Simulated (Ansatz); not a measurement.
Mulliken charges of `[OH][Ge]([OH])[F]` radical from PBE/def2-TZVPP in Ansatz (PBE0-D4/def2-TZVP geometry).

| atom | x (Å) | y (Å) | z (Å) | charge (e) |
| --- | --- | --- | --- | --- |
| O1 | -0.640 | 1.341 | -0.464 | -0.326 |
| Ge2 | 0.211 | -0.205 | -0.466 | 0.611 |
| O3 | 1.220 | -0.112 | 0.979 | -0.327 |
| F4 | -0.962 | -1.483 | -0.232 | -0.326 |
| H5 | -1.363 | 1.364 | -1.098 | 0.183 |
| H6 | 1.575 | -0.970 | 1.234 | 0.184 |

Problem. By hand: the dipole of these point charges (1 e Å = 4.8032 D).

Solution. Σ q r = (0.293, 0.029, -0.352) e Å, of length 0.459 e Å = 2.20 D.

Problem. How does the dipole of the full density compare? (Best estimate.)

Solution. Computed: (0.121, -0.110, -0.274) e Å, 1.53 D; the point charges give 1.44 times that, at 28° from its direction.

Point charges leave out the atoms' own dipoles, such as those of lone pairs, and Mulliken's split depends on the basis, so the two needn't agree.
